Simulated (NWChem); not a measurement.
System: CH₆BN; SMILES BNC

The following NWChem deck was run.

```
start job
memory heap 200 mb stack 900 mb global 1100 mb
geometry units angstroms noautosym nocenter noautoz
  B      0.229992    -1.358373     0.000000
  H     -0.432795    -2.370687     0.000000
  H      1.441021    -1.382308     0.000000
  N     -0.420938    -0.132848     0.000000
  C      0.178754     1.178259     0.000000
  H     -1.435319    -0.120991     0.000000
  H     -0.109910     1.762705     0.890370
  H     -0.109910     1.762705    -0.890370
  H      1.272496     1.078096     0.000000
end
basis spherical
  * library 6-31+g*
end
dft
  xc pbe0
  iterations 150
end
property
  response 1 0.0
end
task dft property
```

Excerpt of the output:

```
             Northwest Computational Chemistry Package (NWChem) 7.3.0
             --------------------------------------------------------

                             Geometry "geometry" -> ""
                             -------------------------

 Output coordinates in angstroms (scale by  1.889725989 to convert to a.u.)

  No.       Tag          Charge          X              Y              Z
 ---- ---------------- ---------- -------------- -------------- --------------
    1 B                    5.0000     0.22999200    -1.35837300     0.00000000
    2 H                    1.0000    -0.43279500    -2.37068700     0.00000000
    3 H                    1.0000     1.44102100    -1.38230800     0.00000000
    4 N                    7.0000    -0.42093800    -0.13284800     0.00000000
    5 C                    6.0000     0.17875400     1.17825900     0.00000000
    6 H                    1.0000    -1.43531900    -0.12099100     0.00000000
    7 H                    1.0000    -0.10991000     1.76270500     0.89037000
    8 H                    1.0000    -0.10991000     1.76270500    -0.89037000
    9 H                    1.0000     1.27249600     1.07809600     0.00000000

 Effective nuclear repulsion energy (a.u.)      70.7210262189

                              NWChem Property Module
                              ----------------------

                                 NWChem DFT Module
                                 -----------------

 Summary of "ao basis" -> "ao basis" (spherical)
 ------------------------------------------------------------------------------
       Tag                 Description            Shells   Functions and Types
 ---------------- ------------------------------  ------  ---------------------
 B                          6-31+g*                  8       18   4s3p1d
 H                          6-31+g*                  2        2   2s
 N                          6-31+g*                  8       18   4s3p1d
 C                          6-31+g*                  8       18   4s3p1d

            General Information
            -------------------
          SCF calculation type: DFT
          Wavefunction type:  closed shell.
          No. of atoms     :     9
          No. of electrons :    24
           Alpha electrons :    12
            Beta electrons :    12
          Charge           :     0
          Spin multiplicity:     1
          Use of symmetry is: off; symmetry adaption is: off
          Maximum number of iterations: 150
          AO basis - number of functions:    66
                     number of shells:    36
          Convergence on energy requested:  1.00D-06
          Convergence on density requested:  1.00D-05
          Convergence on gradient requested:  5.00D-04

              XC Information
              --------------
                         PBE0 Method XC Functional
                     Hartree-Fock (Exact) Exchange  0.250
          PerdewBurkeErnzerhof Exchange Functional  0.750
            Perdew 1991 LDA Correlation Functional  1.000 local
           PerdewBurkeErnz. Correlation Functional  1.000 non-local

             Grid Information
             ----------------
          Grid used for XC integration:  medium
          Radial quadrature: Mura-Knowles
          Angular quadrature: Lebedev.
          Tag              B.-S. Rad. Rad. Pts. Rad. Cut. Ang. Pts.
          ---              ---------- --------- --------- ---------
          B                   0.85       49          12.0       434
          H                   0.35       45          12.0       434
          N                   0.65       49          10.0       434
          C                   0.70       49          13.0       434
          Grid pruning is: on
          Number of quadrature shells:   417
          Spatial weights used:  Erf1

      Superposition of Atomic Density Guess
      -------------------------------------

 Sum of atomic energies:        -119.47842711

      Non-variational initial energy
      ------------------------------

 Total energy =    -121.226647
 1-e energy   =    -298.817649
 2-e energy   =     106.869976
 HOMO         =      -0.335514
 LUMO         =       0.013757

   convergence    iter        energy       DeltaE   RMS-Dens  Diis-err
 ---------------- ----- ----------------- --------- --------- ---------
 d= 0,ls=0.0,diis     1   -121.1537402647 -1.92D+02  7.88D-03  2.51D-01
 d= 0,ls=0.0,diis     2   -121.1715529674 -1.78D-02  3.84D-03  1.33D-01
 d= 0,ls=0.0,diis     3   -121.1818171081 -1.03D-02  1.53D-03  3.76D-02
 d= 0,ls=0.0,diis     4   -121.1858292575 -4.01D-03  3.08D-04  8.16D-04
 d= 0,ls=0.0,diis     5   -121.1859279478 -9.87D-05  6.97D-05  4.39D-05
  Resetting Diis
 d= 0,ls=0.0,diis     6   -121.1859335554 -5.61D-06  1.40D-05  8.59D-07
 d= 0,ls=0.0,diis     7   -121.1859336720 -1.17D-07  2.91D-06  1.64D-08

         Total DFT energy =     -121.185933671958
      One electron energy =     -301.849820172419
           Coulomb energy =      128.420002986841
    Exchange-Corr. energy =      -18.477142705319
 Nuclear repulsion energy =       70.721026218939

 Numeric. integr. density =       23.999992723370

                       DFT Final Molecular Orbital Analysis
                       ------------------------------------

 Vector   10  Occ=2.000000D+00  E=-3.840572D-01
              MO Center=  2.3D-01, -1.9D-01,  4.9D-10, r^2= 3.2D+00
   Bfn.  Coefficient  Atom+Function         Bfn.  Coefficient  Atom+Function
  ----- ------------  ---------------      ----- ------------  ---------------
     4      0.263311  1 B  py                26     -0.225458  4 N  py
    43     -0.218879  5 C  px                25      0.209211  4 N  px
    44      0.176223  5 C  py                65     -0.174251  9 H  s
    66     -0.153960  9 H  s                  3     -0.135061  1 B  px
    20     -0.127980  2 H  s                 21     -0.124091  3 H  s

 Vector   11  Occ=2.000000D+00  E=-3.255342D-01
              MO Center=  3.3D-01, -1.5D+00, -2.3D-11, r^2= 2.0D+00
   Bfn.  Coefficient  Atom+Function         Bfn.  Coefficient  Atom+Function
  ----- ------------  ---------------      ----- ------------  ---------------
     3      0.336471  1 B  px                22      0.245736  3 H  s
    20     -0.243822  2 H  s                 19     -0.239378  2 H  s
    21      0.235270  3 H  s                  4      0.184707  1 B  py
     7      0.118626  1 B  px                44      0.115026  5 C  py
    25     -0.099261  4 N  px                59      0.083159  6 H  s

 Vector   12  Occ=2.000000D+00  E=-2.880926D-01
              MO Center= -2.5D-01,  2.3D-02,  4.6D-10, r^2= 1.9D+00
   Bfn.  Coefficient  Atom+Function         Bfn.  Coefficient  Atom+Function
  ----- ------------  ---------------      ----- ------------  ---------------
    27      0.499688  4 N  pz                31      0.385352  4 N  pz
     5      0.217241  1 B  pz                45     -0.174987  5 C  pz
    62     -0.158693  7 H  s                 64      0.158693  8 H  s
    61     -0.136374  7 H  s                 63      0.136374  8 H  s
    35      0.112863  4 N  pz                49     -0.100492  5 C  pz

 Vector   13  Occ=0.000000D+00  E= 3.659128D-03
              MO Center=  3.3D-01, -1.3D+00,  3.3D-09, r^2= 6.4D+00
   Bfn.  Coefficient  Atom+Function         Bfn.  Coefficient  Atom+Function
  ----- ------------  ---------------      ----- ------------  ---------------
    13      0.667118  1 B  pz                 9      0.450963  1 B  pz
    35     -0.373824  4 N  pz                 5      0.323125  1 B  pz
    31     -0.275949  4 N  pz                27     -0.262207  4 N  pz
    53      0.190484  5 C  pz                62      0.080834  7 H  s
    64     -0.080834  8 H  s                 45     -0.045504  5 C  pz

 Vector   14  Occ=0.000000D+00  E= 8.874978D-03
              MO Center= -1.2D+00,  4.5D-01, -2.4D-09, r^2= 9.5D+00
   Bfn.  Coefficient  Atom+Function         Bfn.  Coefficient  Atom+Function
  ----- ------------  ---------------      ----- ------------  ---------------
    10      1.785583  1 B  s                 32     -1.433146  4 N  s
    12      0.749433  1 B  py                11     -0.431338  1 B  px
    28     -0.383435  4 N  s                 34      0.286239  4 N  py
     8      0.269151  1 B  py                60      0.265929  6 H  s
    46     -0.264255  5 C  s                  6      0.260439  1 B  s

 Vector   15  Occ=0.000000D+00  E= 3.192330D-02
              MO Center=  9.3D-01,  9.7D-01,  4.5D-09, r^2= 1.2D+01
   Bfn.  Coefficient  Atom+Function         Bfn.  Coefficient  Atom+Function
  ----- ------------  ---------------      ----- ------------  ---------------
    52      1.084244  5 C  py                32      1.063327  4 N  s
    50     -0.864907  5 C  s                 11      0.656464  1 B  px
    10      0.642117  1 B  s                 51      0.522466  5 C  px
    46     -0.406828  5 C  s                 12      0.400752  1 B  py
    60     -0.341751  6 H  s                 28      0.299566  4 N  s

     Multipole analysis of the density
     ---------------------------------

     L   x y z        total         alpha         beta         nuclear
     -   - - -        -----         -----         ----         -------
     0   0 0 0     -0.000000    -12.000000    -12.000000     24.000000

     1   1 0 0     -0.381860     -0.097862     -0.097862     -0.186136
     1   0 1 0      0.737576      0.295775      0.295775      0.146025
     1   0 0 1     -0.000000     -0.000000     -0.000000      0.000000

     2   2 0 0    -14.399578    -20.883967    -20.883967     27.368356
     2   1 1 0      0.310333     -0.354110     -0.354110      1.018554
     2   1 0 1     -0.000000     -0.000000     -0.000000      0.000000
     2   0 2 0    -16.794940    -66.608161    -66.608161    116.421381
     2   0 1 1      0.000000      0.000000      0.000000      0.000000
     2   0 0 2    -15.906700    -10.784342    -10.784342      5.661985

 *** CALLING NEW AORESP DRIVER FOR CLOSED AND OPEN SHELLS ***
 Entering AOResponse driver routine

--------------------------------------------------------------------------------

          -----------------------------------------------
          Solving response equations for perturbing field
          -----------------------------------------------

 number of frequencies:     1
 frequency in a.u.:  0.0000000E+00
 Perturbing field: electric
 Using El. Dipole Length Gauge

 Setting up CPKS with frequency omega =      0.00000000 a.u.

 STATIC response

                                NWChem CPHF Module
                                ------------------

  scftype          =     RHF
  nclosed          =       12
  nopen            =        0
  variables        =      648
  # of vectors     =        3
  tolerance        = 0.10D-03
  level shift      = 0.00D+00
  max iterations   =       50
  max subspace     =       30

 SCF residual:    1.8765320453423444E-004

Iterative solution of linear equations
  No. of variables      648
  No. of equations        3
  Maximum subspace       30
        Iterations       50
       Convergence  1.0D-04

   iter   nsub   residual    time
   ----  ------  --------  ---------
     1      3    1.48D+00       4.0
     2      6    1.29D+00       5.3
     3      9    2.64D-01       6.5
     4     12    5.23D-02       7.8
     5     15    3.64D-03       9.0
     6     18    7.85D-04      10.2
     7     21    9.43D-05      11.5

 Electric Dipole Response Matrix (nonzero elements):

              1        2        3
    1   33.6683  -2.2032   0.0000
    2   -2.2032  44.8587  -0.0000
    3    0.0000  -0.0000  26.3301

 ------------------------------------------
 average:        34.95234 + I       0.00000

 DFT Linear Response polarizability / au
 Frequency  =       0.0000000 / au
              X              Y              Z
 -----------------------------------------------
 X      33.6682885     -2.2031737      0.0000000
 Y      -2.2031724     44.8586680     -0.0000000
 Z       0.0000000     -0.0000000     26.3300708
 -----------------------------------------------
 Eigenvalues =      33.2501494     45.2768070     26.3300708
 Isotropic   =      34.9523424
 Anisotropic =      16.6058241
 -----------------------------------------------

 Magnetic Dipole Response Matrix (nonzero elements):

 Exiting AOResponse driver routine
```

Level: PBE0/6-31+G* (spherical d). All runs use the structure optimised with PBE0/def2-SVP.
